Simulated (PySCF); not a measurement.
Si(OH)(SiH3) (H₄OSi₂), SMILES O[Si][SiH3] (connectivity only; charge and spin as stated), neutral, multiplicity 1.

Geometry: PBE-D3(BJ)/def2-TZVP. Other conformers were not sampled.

Method: TDA-CAM-B3LYP/def2-SVPD (PySCF).

Vertical excitations. Gas-phase values at a fixed geometry. State labels are in the subgroup Cs.

```json
[
 {"state": "S1", "symmetry": "A\"", "energy (eV)": "2.50", "λ (nm)": "495", "f": "0.007", "main pairs": "HOMO→LUMO 98 %"},
 {"state": "S2", "symmetry": "A'", "energy (eV)": "4.72", "λ (nm)": "262", "f": "0.044", "main pairs": "HOMO→LUMO+1 92 %"},
 {"state": "S3", "symmetry": "A'", "energy (eV)": "5.76", "λ (nm)": "215", "f": "0.034", "main pairs": "HOMO→LUMO+3 50 %, HOMO→LUMO+2 44 %"},
 {"state": "S4", "symmetry": "A\"", "energy (eV)": "5.95", "λ (nm)": "208", "f": "0.013", "main pairs": "HOMO−1→LUMO 68 %, HOMO→LUMO+4 19 %"},
 {"state": "S5", "symmetry": "A'", "energy (eV)": "6.27", "λ (nm)": "198", "f": "0.571", "main pairs": "HOMO→LUMO+2 52 %, HOMO→LUMO+3 37 %"},
 {"state": "S6", "symmetry": "A\"", "energy (eV)": "6.44", "λ (nm)": "192", "f": "0.065", "main pairs": "HOMO→LUMO+4 76 %, HOMO−1→LUMO 17 %"},
 {"state": "S7", "symmetry": "A'", "energy (eV)": "6.65", "λ (nm)": "186", "f": "0.114", "main pairs": "HOMO→LUMO+5 95 %"},
 {"state": "S8", "symmetry": "A'", "energy (eV)": "6.92", "λ (nm)": "179", "f": "0.177", "main pairs": "HOMO−2→LUMO 88 %"},
 {"state": "S9", "symmetry": "A\"", "energy (eV)": "6.93", "λ (nm)": "179", "f": "0.004", "main pairs": "HOMO−3→LUMO 87 %"},
 {"state": "S10", "symmetry": "A'", "energy (eV)": "7.42", "λ (nm)": "167", "f": "0.017", "main pairs": "HOMO−4→LUMO 65 %, HOMO→LUMO+6 19 %"},
 {"state": "T1", "symmetry": "A\"", "energy (eV)": "1.46", "λ (nm)": "849", "f": "0", "main pairs": "HOMO→LUMO 97 %"},
 {"state": "T2", "symmetry": "A'", "energy (eV)": "3.86", "λ (nm)": "321", "f": "0", "main pairs": "HOMO→LUMO+1 87 %"},
 {"state": "T3", "symmetry": "A\"", "energy (eV)": "4.73", "λ (nm)": "262", "f": "0", "main pairs": "HOMO−1→LUMO 59 %, HOMO−3→LUMO 25 %, HOMO→LUMO+4 10 %"},
 {"state": "T4", "symmetry": "A'", "energy (eV)": "5.13", "λ (nm)": "242", "f": "0", "main pairs": "HOMO→LUMO+3 75 %"}
]
```
Triplets are in the Tamm–Dancoff approximation.
